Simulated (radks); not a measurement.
All-electron atom: Ti3+ in [Ar] 3d1. All-electron calculation, non-relativistic Kohn-Sham, r2SCAN, spin-polarised, spherical densities, point nucleus; open shells are filled with parallel spins first; meta-GGA in the generalised Kohn-Sham scheme. Program: a radial shooting solver on a logarithmic mesh with Libxc functionals.

Unscreened Slater integrals over Kohn-Sham orbitals (hartree). They are taken over the spin-up orbitals. Empty in this configuration: 4s.

F0(3d,3d): 0.73386
F2(3d,3d): 0.34866
F4(3d,3d): 0.21884
F0(3d,3p): 0.78624
F2(3d,3p): 0.37947
G1(3d,3p): 0.47268
G3(3d,3p): 0.28769
F0(3d,3s): 0.80596
G2(3d,3s): 0.36121
F0(3d,2p): 1.0079
F2(3d,2p): 0.17859
G1(3d,2p): 0.12482
G3(3d,2p): 0.070582
F0(3d,4s): 0.41664
G2(3d,4s): 0.056517
F0(3p,3p): 0.85244
F2(3p,3p): 0.43105
F0(3p,3s): 0.87545
G1(3p,3s): 0.58450
F0(3p,2p): 1.1544
F2(3p,2p): 0.22318
G0(3p,2p): 0.087498
G2(3p,2p): 0.090549
F0(3p,4s): 0.42625
G1(3p,4s): 0.034667
F0(3s,3s): 0.90076
F0(3s,2p): 1.1951
G1(3s,2p): 0.096237
F0(3s,4s): 0.42914
G0(3s,4s): 0.024796
F0(2p,2p): 3.1458
F2(2p,2p): 1.4773
F0(2p,4s): 0.46947
G1(2p,4s): 0.013809
F0(4s,4s): 0.33772

Derived for the open shells (J is the average intra-shell exchange parameter used in DFT+U). 3d: Racah B = F2/49 - 5 F4/441 = 0.004634 hartree, C = 35 F4/441 = 0.01737 hartree, C/B = 3.75, F4/F2 = 0.628, J = (F2 + F4)/14 = 0.04054 hartree.
